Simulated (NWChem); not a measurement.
# CH4OSTe; SMILES CS[Te]O

```xyz
8

Te    -0.3123     0.6887    -0.0723
O      1.5232     1.4003     0.2922
H      2.0591     1.2101    -0.4887
S     -0.1551    -1.5784     0.6339
C      0.4568    -2.4828    -0.8216
H     -0.1841    -2.3162    -1.6975
H      0.4253    -3.5490    -0.5501
H      1.4944    -2.2074    -1.0531
```
Atoms are numbered in this order, from 1.

Results from NWChem. All runs use the structure optimised with PBE0/def2-SVP. def2 effective core potentials on Te; no spin-orbit coupling. Level r2SCAN/def2-SVP: energy and gradient on several grids; changes count from the extra-fine grid, which is no exact limit either.

### Question
Which is the coarsest grid (fine; medium; xfine; xcoarse; coarse) from which on the energy stays within 50 μHa and each gradient component within 100 μHa/bohr of xfine?

### Answer
fine.
```tsv
grid	size of the energy change (μHa)	largest change of a gradient component (μHa/bohr)	time, medium = 1 (rough)
xcoarse	7000	7000	about 1
coarse	700	900	about 1
medium	200	40	about 1
fine	< 10	< 30	about 1
xfine	< 10	< 30	2
```
